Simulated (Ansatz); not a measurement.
Consider the homolysis of the O–Sn bond: `C[O][SnH2][OH]` → `C[O]`• + `[OH][SnH2]`•.

Gas-phase electronic energies from Ansatz, PBE0-D4/def2-TZVP geometries. CCSD(T)/CBS is the MP2 limit (def2-TZVPP, def2-QZVPP) plus CCSD(T) − MP2 in def2-TZVPP, frozen cores. Functionals use def2-TZVPP. B3LYP here is the variant with VWN-RPA as its local correlation; programs differ in this. No spin–orbit coupling; open shells (•) take unrestricted orbitals. Elements past krypton have def2 core potentials. For Sn outer-core shells are correlated without core-valence functions, which leaves a few kJ/mol of doubt a bond. One conformer a species, not always the lowest.

`C[O][SnH2][OH]`:

Z-matrix (Å, degrees):
```
C
O 1 1.404
H 1 1.094 2 108.3
H 1 1.099 2 112.6 3 -118.8
H 1 1.099 2 112.6 3 118.8
Sn 2 1.962 1 121.3 3 -179.8
O 6 1.952 2 101.0 1 -179.9
H 6 1.706 2 110.0 1 -64.1
H 6 1.707 2 109.9 1 64.2
H 7 0.961 6 110.9 2 -0.5
```

`C[O]`•:

Cartesian coordinates in Å:
```
C -0.047 -0.008 0.024
O 1.223 -0.385 0.306
H 0.024 0.591 -0.906
H -0.487 0.655 0.783
H -0.714 -0.853 -0.207
```

`[OH][SnH2]`•:

```xyz
5

O    -1.197    0.276   -0.500
Sn    0.387    0.083    0.666
H    -1.690   -0.541   -0.608
H     1.233   -1.336    0.134
H     1.268    1.519    0.308
```

```
             level  ΔE (kJ/mol)  difference from CCSD(T)/CBS
            PBE-D4        315.2                        -47.7
         r2SCAN-D4        309.8                        -53.1
           PBE0-D4        317.5                        -45.4
          B3LYP-D4        312.2                        -50.7
           ωB97X-V        338.6                        -24.3
           ωB97M-V        332.9                        -30.0
            B2PLYP        327.5                        -35.4
               PBE        307.8                        -55.1
            r2SCAN        307.8                        -55.1
              PBE0        311.0                        -51.9
             B3LYP        300.4                        -62.5
     HF/def2-TZVPP        214.7                       -148.2
    MP2/def2-TZVPP        379.8                         16.9
SCS-MP2/def2-TZVPP        368.0                          5.1
   CCSD/def2-TZVPP        332.0                        -30.9
CCSD(T)/def2-TZVPP        342.7                        -20.2
     HF/def2-QZVPP        216.2                       -146.7
    MP2/def2-QZVPP        392.0                         29.1
SCS-MP2/def2-QZVPP        380.4                         17.5
      HF/CBS(def2)        216.4                       -146.5
     MP2/CBS(def2)        400.0                         37.1
    CCSD/CBS(def2)        352.2                        -10.7
       CCSD(T)/CBS        362.9                            0
```

Largest T1 diagnostic among the species: 0.019.

In def2-TZVPP, CCSD(T) changes the Hartree–Fock value by +128.0 kJ/mol (the triples alone add +10.7 kJ/mol) and MP2 by +165.1 kJ/mol; breaking electron pairs costs correlation energy, which Hartree–Fock lacks. From PBE to PBE0 (25 % exact exchange), in def2-TZVPP and without D4, ΔE moves by +3.2 kJ/mol.
